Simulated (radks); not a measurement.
Results of a calculation; reference values are marked as such.
Spin polarisation of the 4f11 shell in Ho. Start: [Xe] 4f(up 5.5, down 5.5) 6s2; electrons of 4f are moved from spin down to spin up, other shells keep equal spins. Level of theory: scalar-relativistic Kohn-Sham, LDA (Slater exchange, Perdew-Wang correlation), spin-polarised, spherical densities, point nucleus (a radial shooting solver on a logarithmic mesh with Libxc functionals).

moment (Bohr magnetons)  E - E(0) (eV)  e(4f up) (eV)  e(4f down) (eV)  6s down minus up (eV)  5p down minus up (eV)  5s down minus up (eV)
0                                0.000         -3.362           -3.362                  0.000                  0.000                  0.000
0.75                            -0.100         -3.623           -3.089                  0.020                  0.221                  0.305
1.5                             -0.401         -3.871           -2.802                  0.040                  0.442                  0.611
2.25                            -0.903         -4.106           -2.503                  0.061                  0.664                  0.917
3                               -1.604         -4.328           -2.191                  0.081                  0.887                  1.224

At moment 3 the spin-polarisation energy is -1.604 eV and the 4f exchange splitting 2.136 eV, that is 0.712 eV per Bohr magneton; E = -I m^2/4 would give I = 0.713 eV.
